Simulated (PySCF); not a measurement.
Computed shifts of a molecule C4H6ClF, PBE/pcSseg-1 in PySCF, GIAO, gas phase, atoms alike by connectivity averaged where their shifts nearly agree, in ppm (number of nuclei): ¹³C: 144.5 (1), 130.5 (1), 93.0 (1), 23.6 (1). ¹⁹F: -231.8 (1). ¹H: 6.46 (1), 6.24 (1), 5.88 (1), 1.64 (3). References: ¹³C against TMS (σ = 182.0 ppm); ¹⁹F against CFCl3 (σ = 133.6 ppm); ³⁵Cl against HCl (σ = 936.5 ppm); ¹H against TMS (σ = 31.49 ppm), references at their B3LYP-D3(BJ)/def2-TZVP geometries, non-relativistic (without spin–orbit terms, shifts of atoms bonded to Cl or Br come out too high). Geometry optimised at PBE0-D3(BJ)/def2-SVP. The values are those of a single conformer.

Q: Pick the molecule that these values belong to.
(A) C/C(F)=C(\C)Cl
(B) C[C@@H](F)/C=C\Cl
(C) F[C@@H]1C[C@@H]1CCl
(D) CC/C(F)=C/Cl

A: B, C[C@@H](F)/C=C\Cl
